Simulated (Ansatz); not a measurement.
`O=C(O)C[SiH3]`, charge 0, multiplicity 1.

(1) Give a relaxed structure at PBE0-D4/def2-TZVP (the Gaussian-basis code of Ansatz). (Estimate.)

Results:

(1) Computed: 
```xyz
11

O    -0.688   -0.025   -1.698
C    -1.069    0.047   -0.559
O    -2.371    0.148   -0.243
C    -0.182    0.035    0.646
Si    1.639   -0.099    0.174
H    -2.859    0.147   -1.079
H    -0.480   -0.794    1.295
H    -0.370    0.941    1.231
H     2.430   -0.099    1.435
H     1.898   -1.365   -0.553
H     2.052    1.064   -0.648
```
Point group Cs.
This is one stationary point; other conformers may exist.
